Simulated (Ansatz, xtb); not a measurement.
# C5H7ClO2: 6 structures ranked

6 gas-phase structures of C5H7ClO2, from a drawn sample of its isomers (lower ones may exist). Each was relaxed with GFN2-xTB; where two conformers were screened, the lower at r2SCAN-D4/def2-SVP is listed:

A. `O=C[C@@H]1C[C@@H](Cl)CO1`, a singlet
B. `O=C[C@@H]1C[C@H](Cl)CO1`, a singlet
C. `O=C[C@@H]1OCC[C@H]1Cl`, a singlet
D. `O=C[C@@H]1OCC[C@@H]1Cl`, a singlet
E. `O=C[C@@H]1COC[C@@H]1Cl`, a singlet
F. `O=C[C@@H]1COC[C@H]1Cl`, a singlet

Task: Make a reasoned guess at their ranking by r2SCAN-D4/def2-SVP single-point energy.

Result: Calculated order at r2SCAN-D4/def2-SVP: B (0.0), C (0.4), A (5.2), F (6.7), D (9.1), E (12.9) kJ/mol. Less than 1 kcal/mol parts B and C; A and F; F and D; D and E, so the order within those pairs means little.

Energies above the lowest of each column, in kJ/mol; the last columns are at PBE0-D3(BJ)/def2-SVP geometries:

```
structure  GFN2-xTB  HF/STO-3G  r2SCAN-D4/def2-SVP  PBE0-D3(BJ)/def2-SVP  CCSD(T)/def2-SVP + ΔMP2/def2-TZVPP
        B       0.0       10.4                 0.0                   0.0                                 0.0
        C       2.9        2.7                 0.4                   3.3                                 2.6
        A       3.1        0.0                 5.2                   6.3                                 4.1
        F       2.2        2.7                 6.7                   7.3                                 6.2
        D       5.1       11.3                 9.1                   7.4                                 5.1
        E       8.0        8.8                12.9                  13.6                                15.2
```

CCSD(T)/def2-SVP + ΔMP2/def2-TZVPP has A and B and C within 1 kcal/mol of each other at the bottom, and every level picks one of them. CCSD(T)/def2-SVP + ΔMP2/def2-TZVPP orders those it was run on as B (0.0), C (2.6), A (4.1), D (5.1), F (6.2), E (15.2) kJ/mol. Less than 1 kcal/mol parts B and C; C and A; A and D; D and F, so the order within those pairs means little. Flexible structures stand in one conformer each, not always the lowest. ΔMP2 is the change of the MP2 energy from the smaller to the larger basis.

Over these structures GFN2-xTB departs from r2SCAN-D4/def2-SVP by 2.3 kJ/mol on average once a common shift is removed. A GFN2-xTB relaxation took about 0.2 s and the r2SCAN-D4/def2-SVP energy about 4.2 s on a shared host (Ansatz 0.2.0, xtb 6.7.1).
